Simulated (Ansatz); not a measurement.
One geometry of ZnMeF (CH3FZn), several levels of theory.

```yaml
crystal:
  periodic: [false, false, false]
  atoms:
    - {symbol: Zn, position_ang: [-0.006107, 0.003117, -1.170621]}
    - {symbol: C, position_ang: [0.003889, -0.001952, 0.746141]}
    - {symbol: H, position_ang: [-0.449694, 0.922876, 1.126171]}
    - {symbol: H, position_ang: [1.035422, -0.071359, 1.115733]}
    - {symbol: H, position_ang: [-0.568192, -0.860409, 1.121980]}
    - {symbol: F, position_ang: [-0.015327, 0.007728, -2.939414]}
basis:
  gaussian: {orbitals: 6-31G}
hamiltonian: {xc: hf}
scf: {omitted_lower_state_checks: [starts]}
output: {orbitals: {seedname: orbitals}}
```

The file start.molden holds the orbitals of an earlier run on this structure, at another level or in another basis.

```sh
$ ansatz run in.yaml --threads 4 --pin off --events-out ev --progress --plain --max-ram 3916MiB
```

Shortened log:

```
Functional definition: HF
590 factors; integrals over basis functions are off by at most 3.5e-4 eV
mean field evaluation 1: about -52149.4223 eV, gradient 3.5e1 eV
mean field evaluation 2: about -52149.4273 eV, gradient 3.5e1 eV
mean field evaluation 4: about -52151.8023 eV, gradient 2.3e0 eV
mean field evaluation 8: about -52151.8254 eV, gradient 1.2e-1 eV
mean field -52151.82544003 eV, -1916.5442351441 hartree, gradient 2.1e-5 eV, S^2 0.000000; 0 other end points of the search recorded, 0 dependent functions left out
reference -52151.82544003 eV, -1916.5442351441 hartree; 24, 24 occupied and 29, 29 virtual orbitals, 590 factors
Total energy: -52151.82544003 eV, -1916.5442351441 hartree
Checks for a lower state left out: starts
```

It took 1.4 s on 4 threads of Intel Xeon on a shared host.

First input, but with `gaussian: {orbitals: def2-TZVPP, initial_orbitals: start.molden}`, `correlation: {method: ccsd_t, frozen_orbitals: {C: 1, F: 1, H: 0, Zn: 9}}` and without the key `hamiltonian` (abridged; 36 s):

```
Functional definition: HF
mean field -52162.67044665 eV, -1916.9427817865 hartree, gradient 6.2e-6 eV, S^2 0.000000
11 core orbitals not correlated: weight in the atoms' cores, before any rotation towards them, 1.000 or more for the frozen orbitals, at most 0.000 for the correlated occupied ones
second order -25.78500264 eV of doubles, -0.00000000 eV of singles
cycle   1  -24.02377509 eV  change     1.8e0 eV  update   1.3e-1
cycle   2  -24.71046139 eV  change   -6.9e-1 eV  update   5.1e-2
cycle   3  -24.85886630 eV  change   -1.5e-1 eV  update   2.1e-2
cycle   4  -24.83144760 eV  change    2.7e-2 eV  update   7.1e-3
cycle   5  -24.82235449 eV  change    9.1e-3 eV  update   2.6e-3
cycle   6  -24.82449661 eV  change   -2.1e-3 eV  update   8.7e-4
cycle   7  -24.82465012 eV  change   -1.5e-4 eV  update   2.9e-4
cycle   8  -24.82428413 eV  change    3.7e-4 eV  update   9.5e-5
cycle   9  -24.82432507 eV  change   -4.1e-5 eV  update   2.9e-5
cycle  10  -24.82437253 eV  change   -4.7e-5 eV  update   1.3e-5
cycle  11  -24.82434413 eV  change    2.8e-5 eV  update   5.3e-6
perturbative correction -0.78206644 eV, -0.0287404116 hartree
Total energy: -52188.27685722 eV, -1917.8838000183 hartree
Checks for a lower state left out: starts
```

As the first input, with `gaussian: {orbitals: def2-TZVP, initial_orbitals: start.molden}`, `hamiltonian: {xc: {name: BLYP}, dispersion: d4}` (abridged; 2.4 s):

```
Functional definition: BLYP
mean field -52226.89059534 eV, -1919.3028287208 hartree, gradient 7.7e-5 eV, S^2 0.000000
Total energy: -52227.03999971 eV, -1919.3083192303 hartree
Checks for a lower state left out: starts
```

As the first input, with `gaussian: {orbitals: def2-TZVP, initial_orbitals: start.molden}`, `hamiltonian: {xc: pbe}`, `correlation: {method: rpa, frozen_orbitals: {C: 1, F: 1, H: 0, Zn: 9}}` and without the key `output` (abridged; 5.5 s):

```
Functional definition: PBE
mean field -52213.90655681 eV, -1918.8256741059 hartree, gradient 2.6e-6 eV, S^2 0.000000
11 core orbitals not correlated: weight in the atoms' cores, before any rotation towards them, 1.000 or more for the frozen orbitals, at most 0.000 for the correlated occupied ones
Total energy: -52193.81057202 eV, -1918.0871602863 hartree
Checks for a lower state left out: starts
```

The first input with `gaussian: {orbitals: def2-TZVP, initial_orbitals: start.molden}`, `hamiltonian: {xc: {name: r2SCAN0}, dispersion: d4}` (abridged; 4.6 s):

```
Functional definition: r2SCAN0
mean field -52221.52225376 eV, -1919.1055458066 hartree, gradient 2.5e-5 eV, S^2 0.000000
Total energy: -52221.54058396 eV, -1919.1062194290 hartree
Checks for a lower state left out: starts
```

First input, but with `gaussian: {orbitals: def2-TZVP, initial_orbitals: start.molden}`, `correlation: {method: mp2, frozen_orbitals: {C: 1, F: 1, H: 0, Zn: 9}}` and without the key `hamiltonian` (abridged; 3.4 s):

```
Functional definition: HF
mean field -52162.62119292 eV, -1916.9409717452 hartree, gradient 5.6e-6 eV, S^2 0.000000
11 core orbitals not correlated: weight in the atoms' cores, before any rotation towards them, 1.000 or more for the frozen orbitals, at most 0.000 for the correlated occupied ones
second order -23.33233354 eV of doubles, -0.00000000 eV of singles
Total energy: -52185.95352646 eV, -1917.7984191876 hartree
Checks for a lower state left out: starts
```

As the first input, with `hamiltonian: {xc: {name: B3LYP}, dispersion: d4}` (abridged; 1.9 s):

```
Functional definition: B3LYP
mean field evaluation 16: about -52215.4691 eV, gradient 1.6e-5 eV
mean field -52215.46905449 eV, -1918.8830948363 hartree, gradient 1.6e-5 eV, S^2 0.000000
Total energy: -52215.57673746 eV, -1918.8870521127 hartree
Checks for a lower state left out: starts
```

Geometry: PBE-D4/def2-TZVP.

The 6-31G sets use Cartesian d functions. B3LYP takes the VWN-RPA correlation. Correlated methods freeze 11 core orbitals.
